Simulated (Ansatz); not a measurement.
`OBS[SiH3]` and `BCSBO` differ in one atom or group.

Ansatz, PBE0-D4/def2-TZVP geometries, multiplicity 1. Each molecule was computed in one conformer, which needn't be the lowest. `BCSBO` holds a close contact that its SMILES doesn't draw: S···B 2.14 Å.

```csv
property,`OBS[SiH3]`
size of the dipole moment (PBE/def2-TZVPP) / D,1.96
HOMO–LUMO gap (B3LYP/def2-TZVPP) / eV,7.12
HOMO energy (B3LYP/def2-TZVPP) / eV,-7.64
size of the dipole moment (ωB97M-V/def2-TZVPP) / D,1.99
HOMO energy (ωB97M-V/def2-TZVPP) / eV,-10.04
LUMO energy (PBE0/def2-TZVPP) / eV,-0.33
```

(1) Give the same properties after the change, and the shifts. (An estimate is asked.)

Answers

(1) Ansatz gave: 
```tsv
property	`BCSBO`	shift
size of the dipole moment (PBE/def2-TZVPP) / D	1.64	-0.32
HOMO–LUMO gap (B3LYP/def2-TZVPP) / eV	6.80	-0.32
HOMO energy (B3LYP/def2-TZVPP) / eV	-7.91	-0.27
size of the dipole moment (ωB97M-V/def2-TZVPP) / D	1.63	-0.36
HOMO energy (ωB97M-V/def2-TZVPP) / eV	-10.28	-0.24
LUMO energy (PBE0/def2-TZVPP) / eV	-0.91	-0.58
```

With PBE0 the HOMO falls by 0.26 eV and the LUMO falls by 0.58 eV, so the gap narrows by about 0.32 eV. PBE moves the HOMO by -0.29 eV and ωB97M-V by -0.24 eV. Dipoles are sizes alone; their direction can turn.

B3LYP here is the variant with VWN-RPA as its local correlation; programs differ in this.
